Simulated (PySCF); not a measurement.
Predicted microwave data (PySCF 2.14.0, PBE0-D3(BJ)/def2-SVP geometry optimisation, gas phase) for one isomer of C3H5NOSi:

| Property | Result |
| --- | --- |
| Rotational constants | A = 9185, B = 1841, C = 1578 MHz |
| Dipole components | \|μa\| = 1.97 D, \|μb\| = 0.95 D, \|μc\| = 0.00 D |
| Inertial defect | -9.25 u·Å² |
| κ | -0.93 |

Question: Which structure is it? (One computed conformer of each.)
A. `[CH2:1]=[CH:2][O:3][SiH2:4][C:5]#[N:6]` with C1–C2–O3–Si4 -159°, C2–O3–Si4–C5 -47°
B. `C(C(N)=O)#C[SiH3]`
C. `[O:1]=[CH:2][C:3]1=[N:4][SiH2:5][CH2:6]1` with O1–C2–C3–N4 -179°

Answer: C. It is O=CC1=N[SiH2]C1, a near-prolate asymmetric top, point group Cs. The candidates at the same level (rigid rotor, commonest isotopes):

```json
{"SMILES": "O=CC1=N[SiH2]C1", "A (MHz)": "9185", "B (MHz)": "1841", "C (MHz)": "1578", "μa (D)": "1.97", "μb (D)": "0.95", "μc (D)": "0.00", "Δ (u·Å²)": "-9.25", "point group": "Cs", "rotor": "near-prolate asymmetric top"}
{"SMILES": "C=CO[SiH2]C#N", "A (MHz)": "5711", "B (MHz)": "1635", "C (MHz)": "1308", "μa (D)": "1.43", "μb (D)": "1.93", "μc (D)": "0.73", "Δ (u·Å²)": "-11.38", "point group": "C1", "rotor": "asymmetric top"}
{"SMILES": "NC(=O)C#C[SiH3]", "A (MHz)": "10086", "B (MHz)": "1057", "C (MHz)": "967.8", "μa (D)": "0.66", "μb (D)": "3.69", "μc (D)": "0.06", "Δ (u·Å²)": "-6.01", "point group": "near Cs", "rotor": "near-prolate asymmetric top"}
```

`C=CO[SiH2]C#N` has A 38 % too low; `NC(=O)C#C[SiH3]` has B 43 % too low. In the right answer the mirror of this Cs structure is the ab plane, so μc vanishes by symmetry (the 0.02 D computed is a residue). No structure here is proved a minimum.
